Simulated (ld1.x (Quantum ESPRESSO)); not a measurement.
# Al: one change to a PAW potential, before and after

| Quantity | Value |
| --- | --- |
| Element | Al |
| Generator | ld1.x (Quantum ESPRESSO) 7.5 |
| Type | PAW |
| Functional | PBE |
| Relativity | scalar-relativistic |
| Frozen core | [Ne] |
| Valence charge | 3 |
| Reference configuration | 3s2 3p1 |
| Partial waves | 3s (bound): rcut 2.30, rcutus 2.45 bohr; 3s channel at 4.4 Ry: rcut 2.30, rcutus 2.45 bohr; 3p (bound): rcut 1.60, rcutus 1.90 bohr; 3p channel at 0.45 Ry: rcut 1.60, rcutus 1.90 bohr |
| Local potential | all-electron potential smoothed inside 1.80 bohr (lloc = -1) |
| Core correction | Bessel-smoothed model core, default radius (core density twice the valence density) |
| Augmentation charge | PSQ, inside the norm-conserving radii |

All-electron outer shells of the reference configuration (PBE, scalar-relativistic, ld1.x):

| shell | level (eV) | outermost node (bohr) | outermost maximum (bohr) |
| --- | --- | --- | --- |
| 2s | -108.17 | 0.16 | 0.50 |
| 2p | -69.64 | – | 0.43 |
| 3s | -7.75 | 0.80 | 2.09 |
| 3p | -2.71 | 0.82 | 2.64 |

Change: wave 3s channel at 4.4 Ry: rcut 2.30, rcutus 2.45 bohr becomes 3s channel at -0.41 Ry: rcut 2.30, rcutus 2.45 bohr.

Cutoffs: the cutoffs (Ry, on a coarse ladder) from which the occupation-weighted sum of valence levels, in a spherical-Bessel basis at the reference potential, stays within 10 and 1 mRy of its value at 400 Ry; they do not see the model core or the augmentation charge, which bear on the density cutoff. Errors are all-electron minus pseudo energies relative to the spin-unpolarised reference configuration.

Q: How do hardness, ghosts and transferability respond?

A: Both files are so soft that the ladder of cutoffs tells neither apart; the number of tests with a reliable result goes from 7 to 1 (the test run of the changed file stopped, so its transferability is not established); the range in which the s phases agree narrows (upper end at the end of the scan → 2.6); neither file shows a bound ghost.

| quantity | base | changed |
| --- | --- | --- |
| cutoff, loose | 6 Ry | 6 Ry |
| cutoff, tight | 6 Ry | 6 Ry |
| bound ghosts | none | none |
| tests with a reliable result | 7 of 7 | 1 of 7 (the test run stopped) |
| error for 3s2 3p0, meV [ΔE 5.76 eV] | -0.6 | -0.8 |
| s: phases at 2.66 bohr within 0.05 rad from the reference energy up to (Ry; the scan ends near 5) | to the end of the scan | 2.6 |
| p: phases at 2.66 bohr within 0.05 rad from the reference energy up to (Ry; the scan ends near 5) | 3.1 | 3.1 |
| lowest overlap eigenvalue by channel | s 0.69, p 0.79 | s 0.45, p 0.79 |
